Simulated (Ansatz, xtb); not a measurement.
## Isomers of C7H4O in order of energy

6 gas-phase structures of C7H4O, from a drawn sample of its isomers (lower ones may exist). Each was relaxed with GFN2-xTB; where two conformers were screened, the lower at r2SCAN-D4/def2-SVP is listed:

A. `C#CC1=C(C=C)C1=O`, a singlet
B. `C#CC(=C)C#CC=O`, a singlet
C. `C#CC=C=C=CC=O`, a singlet
D. `C#C/C=C\C#CC=O`, a singlet
E. `C#CC(=O)C#CC=C`, a singlet
F. `C=C=C=CC#CC=O`, a singlet

Q: Make a reasoned guess at their ranking by r2SCAN-D4/def2-SVP single-point energy.

A: Calculated order at r2SCAN-D4/def2-SVP: A (0.000), D (0.161), C (0.173), F (0.270), E (0.332), B (0.397) eV. Less than 1 kcal/mol parts D and C, so the order within that pair means little. CCSD(T)/def2-SVP + ΔMP2/def2-TZVPP after further relaxation puts D lowest instead.

Energies above the lowest of each column, in eV; the last columns are at PBE0-D3(BJ)/def2-SVP geometries and were run for some of them only (a dash: not run or not comparable):

| structure | GFN2-xTB | HF/STO-3G | r2SCAN-D4/def2-SVP | PBE0-D3(BJ)/def2-SVP | CCSD(T)/def2-SVP + ΔMP2/def2-TZVPP |
| --- | --- | --- | --- | --- | --- |
| A | 0.000 | 0.487 | 0.000 | 0.000 | 0.233 |
| D | 0.081 | 0.000 | 0.161 | 0.214 | 0.000 |
| C | 0.255 | 0.727 | 0.173 | 0.306 | 0.236 |
| F | 0.300 | 0.744 | 0.270 | 0.398 | – |
| E | 0.167 | 0.061 | 0.332 | 0.384 | 0.103 |
| B | 0.204 | 0.060 | 0.397 | – | – |

CCSD(T)/def2-SVP + ΔMP2/def2-TZVPP puts D lowest of those it was run on; GFN2-xTB picks A, r2SCAN-D4/def2-SVP picks A, PBE0-D3(BJ)/def2-SVP picks A. CCSD(T)/def2-SVP + ΔMP2/def2-TZVPP orders those it was run on as D (0.000), E (0.103), A (0.233), C (0.236) eV. Less than 1 kcal/mol parts A and C, so the order within that pair means little. Some further structures that were screened fall inside this span and aren't listed. Flexible structures stand in one conformer each, not always the lowest. Frequencies (GFN2-xTB) were run for A, C, D, E alone. ΔMP2 is the change of the MP2 energy from the smaller to the larger basis.

Over these structures GFN2-xTB departs from r2SCAN-D4/def2-SVP by 0.092 eV on average once a common shift is removed. A GFN2-xTB relaxation took about 0.079 s and the r2SCAN-D4/def2-SVP energy about 1.5 s on a shared host (Ansatz 0.2.0, xtb 6.7.1).
